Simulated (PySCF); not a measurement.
**TeAs: from constants to spectrum**

PBE constants of TeAs, ²Π (doublet), unpaired electrons π ↑ (Te cc-pVDZ-PP with ECP28, As cc-pVDZ-PP with ECP10; scalar-relativistic core potentials (PySCF 2.14); masses 129.9062 and 74.9216 u):

* ωe: 317.2 cm⁻¹
* ωexe: 0.736 cm⁻¹
* Be: 0.062528 cm⁻¹
* αe: 0.000170 cm⁻¹
* De to Te + As: 3.25 eV

(1) What force constant and bond length do these constants imply?

(2) Estimate the centrifugal constant D from the Kratzer relation and find the Dunham coefficient a1.

These are scalar-relativistic numbers at best; spin–orbit coupling would shift them, the dissociation energy most. The state was picked by a PBE0 search and need not be the measured ground state.

Answers

(1) Reduced mass μred = 47.517 u; k = 5.8918×10⁻⁷·μred·ωe² (u, cm⁻¹, mdyn/Å) = 2.82 mdyn/Å; Re = √(16.8576/(μred·Be)) (u, cm⁻¹, Å) = 2.382 Å.

(2) D = 4Be³/ωe² = 9.72e-09 cm⁻¹; a1 = −1 − αeωe/(6Be²) = -3.30.
